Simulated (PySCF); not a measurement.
**Structure from NMR data**

The spectra below were simulated for a compound C7H9PS.

1H NMR (400 MHz, computed): δ 8.57 (m, 1H), 7.92 (m, 1H), 7.55 (m, 1H), 2.54 (s, 3H), 2.45 (s, 3H).

13C{1H} NMR (computed): δ 193.0, 167.6, 147.3, 140.0, 140.0, 23.9, 17.9.

[PySCF: PBE0-D3(BJ)/def2-SVP geometry; σ from GIAO-HF/pcSseg-1; non-relativistic; fast rotation and ring inversion assumed for equivalent nuclei; single conformer; in vacuum]

Referencing at the same level of theory: 1H (31.69 ppm), 13C (190.85 ppm) against TMS.

**Question.** Deduce the structure.

**Answer.** 
- 7 carbon signals for 7 carbons: no two carbons are equivalent.
- Carbon types of the structure: 2 × C, 3 × CH, 2 × CH3, which accounts for all hydrogens.
- δC 193.0: aromatic carbon bearing sulfur.
- δC 167.6, 140.0, 140.0: aromatic CH.
- δC 147.3: substituted aromatic carbon.
- δC 23.9: methyl carbon on an aromatic ring; aliphatic region, no heteroatom directly attached.
- δC 17.9: methyl carbon bonded to S.
- δH 8.57, 7.92, 7.55: hydrogen on an aromatic CH; ring-current deshielding.
- δH 2.54: hydrogen on a methyl carbon on an aromatic ring; benzylic-type position, deshielded by the ring.

Structure: `CSc1ccc(C)cp1`.

The data come from this structure; uniqueness wasn't tested.

Splittings by 31P in the carbon and heteronuclear signals aren't shown, as no couplings were computed. Shifts are as computed. Against solution values, carbons near 30 ppm lie about -0 ppm off and those near 130 ppm about +7 ppm. Of 1313 compounds with measured shifts, 239 miss one by over three times the rms of a fit or turn the order of signals round; such compounds aren't used in these exercises. No couplings were computed; multiplicities are counted from neighbouring protons, with m where these are inequivalent, close in shift, in a saturated or five-membered ring or joined by F or P, and br s for small geminal =CH2 splittings.
